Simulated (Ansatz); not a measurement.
C3H7S, SMILES [CH2]SCC, multiplicity 2.

Geometry optimised at PBE0-D3(BJ)/def2-SVP. The isomer is the one that the SMILES or the coordinates give; other isomers of the formula were not compared. Other conformers were not sampled.

Two levels are set side by side: PBE/def2-TZVPD (Ansatz, a first-principles code) and PBE0/def2-TZVPD (Ansatz). Energy differences of separate SCF runs at the same geometry; the states with an electron removed or added have multiplicity 1 and 1. Differences are taken from unrounded values.

```
quantity                         PBE0   PBE  PBE minus PBE0
-------------------------------  ----  ----  --------------
vertical ionisation energy (eV)  7.23  7.04           -0.19
```
